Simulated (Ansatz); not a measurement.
Relaxation of C$_{2}$H$_{6}$BFSn (11 atoms, charge 0, multiplicity 1), to a largest force component of 0.015 eV/Å in at most 40 steps.

The calculation used Ansatz 0.2.0, RKS B3LYP/def2-SVP.

```xyz
11
Properties=species:S:1:pos:R:3
B -2.044 0.782 0.518
Sn -0.449 -0.642 0.733
C 1.508 0.115 0.237
C 0.972 -0.402 -0.963
F 0.505 0.573 -1.855
H -2.892 0.972 1.365
H -2.140 1.485 -0.469
H -0.753 -2.334 0.839
H 2.377 -0.498 0.673
H 1.637 1.221 0.307
H 1.345 -1.330 -1.364
```

Question: Where does it end, and by what steps?

Answer: It converged. After 25 steps the energy has fallen by 1.097 eV; Sn2 moved furthest, 1.03 Å. Parted: Sn2–C4.

| step | energy less start (eV) | largest force component (eV/Å) | accepted |
| --- | --- | --- | --- |
| 0 | 0.0000 | 2.994 | yes |
| 1 | -0.4115 | 0.984 | yes |
| 2 | -0.5318 | 0.615 | yes |
| 3 | -0.5936 | 0.586 | yes |
| 4 | -0.6470 | 0.288 | yes |
| 5 | -0.6754 | 0.342 | yes |
| 6 | -0.7528 | 0.497 | yes |
| 7 | -0.8596 | 0.590 | yes |
| 8 | -0.9779 | 0.488 | yes |
| 9 | -1.0134 | 0.696 | yes |
| 10 | -1.0089 | 0.948 | no |
| 11 | -1.0654 | 0.369 | yes |
| 12 | -1.0738 | 0.232 | yes |
| 13 | -1.0832 | 0.120 | yes |
| 14 | -1.0893 | 0.136 | yes |
| 15 | -1.0911 | 0.156 | yes |
| 16 | -1.0916 | 0.088 | yes |
| 17 | -1.0937 | 0.048 | yes |
| 18 | -1.0949 | 0.032 | yes |
| 19 | -1.0961 | 0.066 | yes |
| 20 | -1.0961 | 0.079 | no |
| 21 | -1.0963 | 0.095 | yes |
| 22 | -1.0971 | 0.042 | yes |
| 23 | -1.0972 | 0.032 | yes |
| 24 | -1.0973 | 0.019 | yes |
| 25 | -1.0973 | 0.009 | yes |

```xyz
11
Properties=species:S:1:pos:R:3
B -2.053 0.533 0.336
Sn -0.348 -0.203 1.657
C 1.762 -0.006 0.056
C 0.913 -0.077 -0.996
F 0.528 1.010 -1.651
H -3.179 0.376 0.753
H -1.930 1.190 -0.671
H -0.534 -1.902 1.155
H 2.189 -0.926 0.458
H 2.205 0.950 0.345
H 0.512 -1.002 -1.421
```

Time of the run: 77 s on 2 threads of Intel(R) Xeon(R) Platinum 8488C (Sapphire Rapids) (shared host), peak memory 0.29 GiB.
